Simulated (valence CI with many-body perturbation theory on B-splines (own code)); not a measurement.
K¹⁴⁺: calculated level list

Method: configuration interaction combined with many-body perturbation theory (CI+MBPT): three valence electrons over a frozen Dirac-Fock core [He], radial functions for each j: 11 s, 11 p, 10 d, 8 f, 5 g, 2 h, with the one-electron correlation potential Σ1, the two-electron term Σ2, the three-electron term Σ3, Breit, model QED; selected CI, second order for the rest, scaled by the run's own slope (own B-spline code, finite nucleus).

No measured spectrum was set against this ion. As an estimate, levels of excited configurations hold to 0.05 to 0.15 % of their energy, terms of the ground configuration to about 0.5 %.

Levels 46 to 90 of 192, with energies above the lowest level, 2s2 2p 2P°_1/2. "Leading %" is the weight of the configuration and term that name the level; weights of strongly mixed levels are sums over their largest components and can fall short. In the jj column 3d3/2^4 stands for four electrons in 3d with j = 3/2.

```tsv
No.	Configuration	Term	J	E (Ry)	Leading %	Second component	Leading jj	g
46	2s 2p 3s	2P°	3/2	40.007	78	13 % 2s 2p 3d 4D°	2s 2p3/2 3s (59 %)	1.318
47	2s 2p 3d	4D°	1/2	40.008	65	29 % 2s 2p 3s 2P°	2s 2p1/2 3d3/2 (43 %)	0.282
48	2s 2p 3d	2D°	3/2	40.087	81	9 % 2s 2p 3d 4D°	2s 2p3/2 3d5/2 (35 %)	0.852
49	2s 2p 3d	2D°	5/2	40.122	60	32 % 2s 2p 3d 4D°	2s 2p3/2 3d3/2 (67 %)	1.242
50	2s 2p 3d	4D°	7/2	40.135	92	6 % 2s 2p 3d 4F°	2s 2p3/2 3d5/2 (67 %)	1.416
51	2s 2p 3d	4P°	5/2	40.223	63	23 % 2s 2p 3d 4D°	2s 2p3/2 3d5/2 (71 %)	1.492
52	2s 2p 3d	4P°	3/2	40.243	82	15 % 2s 2p 3d 4D°	2s 2p3/2 3d3/2 (70 %)	1.642
53	2s 2p 3d	4P°	1/2	40.261	95		2s 2p3/2 3d3/2 (92 %)	2.560
54	2s 2p 3d	2F°	5/2	40.567	96		2s 2p1/2 3d5/2 (48 %)	0.870
55	2s 2p 3d	2F°	7/2	40.727	99		2s 2p3/2 3d3/2 (53 %)	1.143
56	2s 2p 3d	2P°	3/2	40.741	94		2s 2p3/2 3d5/2 (50 %)	1.323
57	2s 2p 3d	2P°	1/2	40.835	96		2s 2p3/2 3d5/2 (84 %)	0.665
58	2s 2p 3p	2P	1/2	41.075	86	10 % 2p2 3s 2P	2s 2p3/2 3p1/2 (50 %)	0.689
59	2s 2p 3p	2D	3/2	41.087	68	26 % 2s 2p 3p 2P	2s 2p3/2 3p1/2 (70 %)	0.953
60	2s 2p 3p	2D	5/2	41.123	94	4 % 2p2 3s 2D	2s 2p3/2 3p3/2 (62 %)	1.200
61	2s 2p 3p	2P	3/2	41.147	62	25 % 2s 2p 3p 2D	2s 2p3/2 3p3/2 (68 %)	1.180
62	2s 2p 3p	2S	1/2	41.378	91		2s 2p3/2 3p3/2 (58 %)	1.990
63	2p2 3s	4P	1/2	41.675	96		2p1/2^2 3s (52 %)	2.638
64	2p2 3s	4P	3/2	41.777	98		2p1/2 2p3/2 3s (92 %)	1.727
65	2p2 3s	4P	5/2	41.908	96		2p3/2^2 3s (50 %)	1.587
66	2s 2p 3d	2F°	7/2	42.028	94	5 % 2p2 3p 2F°	2s 2p3/2 3d5/2 (64 %)	1.143
67	2s 2p 3d	2F°	5/2	42.036	93	6 % 2p2 3p 2F°	2s 2p3/2 3d3/2 (68 %)	0.858
68	2s 2p 3d	2D°	3/2	42.146	98		2s 2p3/2 3d3/2 (63 %)	0.801
69	2s 2p 3d	2D°	5/2	42.175	98		2s 2p3/2 3d5/2 (68 %)	1.198
70	2p2 3s	2P	1/2	42.248	83	15 % 2s 2p 3p 2P	2p1/2 2p3/2 3s (64 %)	0.689
71	2s 2p 3d	2P°	1/2	42.327	94		2s 2p3/2 3d3/2 (69 %)	0.672
72	2s 2p 3d	2P°	3/2	42.350	96		2s 2p3/2 3d5/2 (63 %)	1.333
73	2p2 3s	2P	3/2	42.377	70	16 % 2p2 3s 2D	2p1/2 2p3/2 3s (69 %)	1.243
74	2p2 3p	2S°	1/2	42.513	67	18 % 2p2 3p 4D°	2p1/2^2 3p1/2 (44 %)	1.617
75	2p2 3p	4D°	1/2	42.593	77	20 % 2p2 3p 2S°	2p1/2 2p3/2 3p1/2 (53 %)	0.424
76	2p2 3p	4D°	3/2	42.637	92	5 % 2p2 3p 4P°	2p1/2 2p3/2 3p1/2 (53 %)	1.228
77	2p2 3s	2D	5/2	42.662	91		2p3/2^2 3s (48 %)	1.211
78	2p2 3s	2D	3/2	42.690	78	15 % 2p2 3s 2P	2p3/2^2 3s (68 %)	0.892
79	2p2 3p	4D°	5/2	42.739	93	5 % 2p2 3p 4P°	2p1/2 2p3/2 3p3/2 (74 %)	1.379
80	2p2 3p	4P°	3/2	42.821	71	19 % 2p2 3p 2D°	2p1/2 2p3/2 3p1/2 (42 %)	1.521
81	2p2 3p	4P°	1/2	42.828	88	8 % 2p2 3p 2S°	2p1/2 2p3/2 3p3/2 (52 %)	2.564
82	2p2 3p	4D°	7/2	42.864	96		2p3/2^2 3p3/2 (50 %)	1.419
83	2p2 3p	4P°	5/2	42.892	67	27 % 2p2 3p 2D°	2p1/2 2p3/2 3p3/2 (38 %)	1.474
84	2p2 3p	2D°	3/2	42.945	79	18 % 2p2 3p 4P°	2p1/2 2p3/2 3p3/2 (82 %)	0.984
85	2p2 3p	2D°	5/2	43.133	67	26 % 2p2 3p 4P°	2p3/2^2 3p3/2 (71 %)	1.291
86	2p2 3p	2P°	3/2	43.249	72	25 % 2p2 3p 4S°	2p1/2 2p3/2 3p3/2 (71 %)	1.496
87	2p2 3p	4S°	3/2	43.283	70	25 % 2p2 3p 2P°	2p3/2^2 3p1/2 (42 %)	1.809
88	2p2 3p	2P°	1/2	43.305	91		2p3/2^2 3p3/2 (59 %)	0.714
89	2p2 3d	4F	3/2	43.444	93		2p1/2^2 3d3/2 (52 %)	0.446
90	2p2 3d	4F	5/2	43.497	91	7 % 2p2 3d 4D	2p1/2 2p3/2 3d3/2 (52 %)	1.055
```

Names give the largest LS component (configuration and term), which can be under half, so a name can repeat, a term be missing and a line seem to break the LS rules; names also repeat where a configuration has a term twice.

Where two levels of one J and parity lie close, their mixing, g and order are uncertain.
